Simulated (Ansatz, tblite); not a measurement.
Cost and result up the ladder for the cluster Cu₆P⁻ (7 atoms). Total charge -1; singlet. Geometry: PBE0-D4/def2-SVPD.

```tsv
atom	x (Å)	y (Å)	z (Å)
P1	-1.633	0.525	1.551
Cu2	-0.234	-2.134	-1.306
Cu3	-1.558	-0.109	-0.611
Cu4	0.247	1.383	0.730
Cu5	2.437	1.551	-0.321
Cu6	0.903	-0.083	-1.063
Cu7	-0.161	-1.133	1.020
```

Ansatz on 4 threads of Intel Xeon Platinum 8259CL on a shared host; xTB runs through tblite on one thread. Times are rough, summed over both states, and most runs start from the orbitals of an earlier one. No level here is sound enough to serve as a yardstick. The other state is a triplet.

The xTB rows come from tblite. HOMO above LUMO, or a gap near zero within one spin, warns that the state may not be the lowest or that an electron is smeared out. The structure comes from a short search, and lower isomers may exist.

xTB has no spin-polarisation term.

```tsv
level	functions	wall time
GFN1-xTB	63	0.072 s
PBE-D4/def2-TZVPD	331	47 s
PBE0-D4/def2-TZVPD	331	2.6 min
r2SCAN-D4/def2-TZVPD	331	4.4 min
```

Task: Estimate what each level gives for the vertical triplet (eV).

Result: 
```csv
level,vertical triplet (eV),remarks
GFN1-xTB,0.95,–
PBE-D4/def2-TZVPD,1.05,"HOMO above zero (triplet), gap within one spin near zero (triplet), restricted SCF unstable in HF (singlet)"
PBE0-D4/def2-TZVPD,1.06,restricted SCF unstable in HF (singlet)
r2SCAN-D4/def2-TZVPD,0.95,"HOMO above zero (triplet), restricted SCF unstable in HF (singlet)"
```
